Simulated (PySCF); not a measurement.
Ba³⁶⁺ (barium, charge +36) across methods

[Ar] 3d2, high-spin 3F determinant. All numbers are calculated (PySCF 2.14, the non-relativistic Hamiltonian (point nucleus), in an even-tempered Gaussian basis (16 s from 6.2 bohr⁻², ratio 2.5; 11 p from 8.1 bohr⁻², ratio 2.5; 7 d from 8.1 bohr⁻², ratio 2.5; 4 f from 28 bohr⁻², ratio 2.7; 3 g from 43 bohr⁻², ratio 2.7)).

```
method  E (hartree)  mean ε 3p α (eV)  mean ε 3p β (eV)  mean ε 3d α (eV)  Σ⟨r²⟩ (bohr²)   ⟨S²⟩
  BP86     -6899.33           -2579.8           -2571.6           -2396.1         0.9259  2.000
   PBE     -6898.24           -2579.4           -2571.0           -2395.7         0.9264  2.000
   UHF  -6897.74534           -2629.7           -2611.1           -2445.1         0.9268  2.000
   LDA     -6892.23           -2578.4           -2569.9           -2394.0         0.9270  2.000
 TPSSh     -6898.83           -2585.5           -2576.0           -2401.5         0.9265  2.000
  PBE0     -6898.36           -2592.5           -2581.6           -2408.4         0.9264  2.000
r2SCAN     -6898.77           -2584.5           -2574.8           -2400.7         0.9264  2.000
```

A non-relativistic calculation at this Z misses sizeable relativistic shifts. Spin-orbit coupling is strong in this species (close to jj coupling), so the high-spin LS determinant is a model state, not a physical level.
